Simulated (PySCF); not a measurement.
**Spin states of RbBe⁺**

Unrestricted PBE0; Rb def2-SVP with ECP28, Be def2-SVP; scalar-relativistic core potentials (PySCF 2.14). Outer shells of the fragments: Rb+ closed shells only; Be 2s2.

Followed along the bond (rough minima from three points):

```tsv
2Ms+1	unpaired	⟨S²⟩ at the start	R at minimum (Å)	Te (eV)
1	none	0.00	3.72	0.00
3	σ ↑↑	2.00	none in the scan	≤ 2.10
```

Solutions found at the starting distance of 3.120 Å, counted from the lowest of them; the search is not exhaustive and high or unbound solutions are not listed, so other states can lie among these:

| 2Ms+1 | unpaired | term | E (eV) | ⟨S²⟩ | ⟨Lz²⟩ | μ (D) |
| --- | --- | --- | --- | --- | --- | --- |
| 1 | none | ¹Σ⁺ | 0.00 | 0.00 | 0.00 | 0.96 |
| 3 | σ ↑↑ | ³Σ⁺ | 2.27 | 2.00 | 0.00 | -0.50 |
| 3 | σ ↑, π ↑ | ³Π | 2.36 | 2.00 | 1.00 | 0.33 |
| 1 | σ ↑, π ↓ | mixed | 3.40 | 1.00 | 1.00 | 0.73 |
| 3 | σ ↑, δ ↑ | ³Δ | 8.39 | 2.00 | 4.00 | 13.71 |
| 1 | σ ↑, δ ↓ | mixed | 8.39 | 1.00 | 4.00 | 13.71 |

A term symbol is given only where ⟨S²⟩ and ⟨Lz²⟩ are close to those of a pure state; real π, δ and φ orbitals otherwise mix terms. A positive dipole points towards Be; it is taken about the centre of mass and depends on that origin.

Counting both spins, an empty level lies below a filled one in some of these solutions, because spin and occupation are held.
